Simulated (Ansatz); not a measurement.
This geometry of Ge2H6 + H (9 atoms, charge 0, multiplicity 2) is a first-order saddle point.

These are results of Ansatz 0.2.0, UKS PBE0/def2-SVP, not measurements.

```xyz
9
Properties=species:S:1:pos:R:3
Ge 0.084 0.061 0.002
H -0.149 -0.099 1.546
H 1.597 0.224 -0.241
Ge -1.134 1.984 -0.831
H -2.645 1.796 -0.602
H -0.680 3.259 -0.098
H -0.882 2.165 -2.339
H -0.390 -1.231 -0.692
H -0.321 -0.322 3.069
```

**Question.** Which two structures does it join? (They come from a converged band through this point; their orientation in space is the band's.)

**Answer.** Bonds broken: Ge1–H2. Bonds formed: H2–H9. Ge2H6 + H becomes Ge2H5 + H2.

Image 0:

```xyz
9
Properties=species:S:1:pos:R:3
Ge 0.015 0.004 -0.202
H -0.310 -0.298 1.274
H 1.537 0.197 -0.341
Ge -1.151 1.999 -0.931
H -2.673 1.808 -0.790
H -0.726 3.211 -0.080
H -0.830 2.299 -2.408
H -0.406 -1.208 -1.055
H 0.023 -0.176 4.348
```

Image 8:

```xyz
9
Properties=species:S:1:pos:R:3
Ge -0.069 -0.137 -0.548
H -0.104 -0.119 2.903
H 1.466 -0.015 -0.414
Ge -1.171 1.977 -0.981
H -2.693 1.755 -1.028
H -0.842 2.962 0.154
H -0.719 2.595 -2.320
H -0.402 -1.230 -1.589
H 0.012 0.048 3.637
```

**Question.** How far does it lie above each of them?

**Answer.** 4.3 kJ/mol above the first and 82.4 kJ/mol above the second. This is the barrier of this one path; another mechanism may lie lower.

The run took 2.8 min on 4 threads of AMD EPYC 7B13 (Zen 3), on a shared host, peak memory 0.36 GiB.
